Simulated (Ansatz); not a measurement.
System: CrF$_{4}$, net charge 0, triplet state. The spin state was set by rule; other spins were not relaxed. SMILES: [F][Cr]([F])([F])[F]
Geometry: optimised at B3LYP-D3(BJ)/def2-TZVP (Ansatz, an electronic-structure program).

Computed values are from Ansatz. Correlated levels leave the core frozen unless marked. Open shells are spin-unrestricted. No spin-orbit coupling. The frozen core is the preceding noble-gas configuration, with the filled d and f shells of earlier blocks. No relativistic terms. CBS marks a two-point X^-3 extrapolation of the correlation energy; Hartree-Fock from the larger set. The bracket is a focal-point correction in the basis named.

### Question
What is the atomisation energy De at RI-MP2/CBS(def2-TZVPP,def2-QZVPP)+[CCSD(T)-MP2]/def2-TZVPP?

### Answer
423.8 kcal/mol.

### Question
What is the total energy at RI-MP2/CBS(def2-TZVPP,def2-QZVPP)+[CCSD(T)-MP2]/def2-TZVPP?

### Answer
-1442.8148 Eh.

### Question
What is the T1 diagnostic at CCSD/def2-TZVPP?

### Answer
0.031.

### Question
What is the dipole moment at CCSD(T)/def2-SVPD?

### Answer
0.00 D.
